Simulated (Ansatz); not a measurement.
Isolated molecules relaxed with PBE0-D4/def2-TZVP in Ansatz; ΔE leaves out vibrations. CCSD(T)/CBS is the MP2 limit (def2-TZVPP, def2-QZVPP) plus CCSD(T) − MP2 in def2-TZVPP, frozen cores. Functionals use def2-TZVPP. HSE06 is defined as in plane-wave codes. One conformer a species, not always the lowest.

`N=C([SiH3])CN` → `CNC(=N)[SiH3]`  (isomerisation)

| level | ΔE (kcal/mol) | difference from CCSD(T)/CBS |
| --- | --- | --- |
| PBE-D4 | -9.6 | -3.1 |
| revPBE-D4 | -9.3 | -2.8 |
| BLYP-D4 | -9.6 | -3.1 |
| B97M-V | -8.5 | -2.0 |
| PBE0-D4 | -8.5 | -2.0 |
| ωB97M-V | -7.2 | -0.7 |
| PBE0 | -8.6 | -2.1 |
| r2SCAN0 | -8.8 | -2.3 |
| HSE06 | -8.6 | -2.1 |
| CAM-B3LYP | -8.5 | -2.0 |
| LC-ωPBE | -8.0 | -1.5 |
| CCSD/def2-SVP | -6.0 | 0.5 |
| HF/def2-TZVPP | -6.4 | 0.1 |
| SCS-MP2/def2-TZVPP | -6.7 | -0.2 |
| CCSD(T)/def2-TZVPP | -6.0 | 0.5 |
| CCSD/CBS(def2) | -6.1 | 0.4 |
| CCSD(T)/CBS | -6.5 | 0 |

Largest T1 diagnostic among the species: 0.014.

From PBE to PBE0 (25 % exact exchange), in def2-TZVPP and without D4, ΔE moves by +1.0 kcal/mol. Leaving LDA and LC-ωPBE aside and taking each functional with its dispersion term where it has one, the values, not all of them listed here, spread over 2.6 kcal/mol, from r2SCAN-D4 to ωB97M-V. LDA lies −1.5 kcal/mol from PBE without D4.

CCSD(T)/CBS has its own doubt, a few kJ/mol and more with outer-core shells, so smaller differences from it don't rank the levels.
